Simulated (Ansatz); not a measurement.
`C[SiH2][BH][ZnH]` + H₂O → `C[SiH2]BO` + `[ZnH2]`  (formal hydrolysis of a B–Zn bond)

Gas-phase electronic energies from Ansatz, PBE0-D4/def2-TZVP geometries. CCSD(T)/CBS adds triple-zeta CCSD(T) − MP2 to the extrapolated MP2 energy (def2 sets, frozen cores). This one scheme is used for every species. Functionals use def2-TZVPP. B3LYP here is the variant with VWN-RPA as its local correlation; programs differ in this. For Zn outer-core shells are correlated without core-valence functions, which leaves a few kJ/mol of doubt a bond. Scalar relativity is left out up to krypton. One conformer a species, not always the lowest.

```json
{"level": "PBE-D4", "ΔE (kJ/mol)": "-151.1", "difference from CCSD(T)/CBS": "-4.2"}
{"level": "B3LYP-D4", "ΔE (kJ/mol)": "-159.4", "difference from CCSD(T)/CBS": "-12.5"}
{"level": "PBE0", "ΔE (kJ/mol)": "-152.9", "difference from CCSD(T)/CBS": "-6.0"}
{"level": "B3LYP", "ΔE (kJ/mol)": "-162.1", "difference from CCSD(T)/CBS": "-15.2"}
{"level": "HF/def2-TZVPP", "ΔE (kJ/mol)": "-167.8", "difference from CCSD(T)/CBS": "-20.9"}
{"level": "MP2/def2-TZVPP", "ΔE (kJ/mol)": "-155.6", "difference from CCSD(T)/CBS": "-8.7"}
{"level": "CCSD/def2-TZVPP", "ΔE (kJ/mol)": "-154.5", "difference from CCSD(T)/CBS": "-7.6"}
{"level": "CCSD(T)/def2-TZVPP", "ΔE (kJ/mol)": "-154.1", "difference from CCSD(T)/CBS": "-7.2"}
{"level": "HF/def2-QZVPP", "ΔE (kJ/mol)": "-167.5", "difference from CCSD(T)/CBS": "-20.6"}
{"level": "CCSD/CBS(def2)", "ΔE (kJ/mol)": "-147.3", "difference from CCSD(T)/CBS": "-0.4"}
{"level": "CCSD(T)/CBS", "ΔE (kJ/mol)": "-146.9", "difference from CCSD(T)/CBS": "0"}
```

Largest T1 diagnostic among the species: 0.016.

In def2-TZVPP, CCSD(T) changes the Hartree–Fock value by +13.7 kJ/mol (the triples alone add +0.4 kJ/mol) and MP2 by +12.2 kJ/mol.
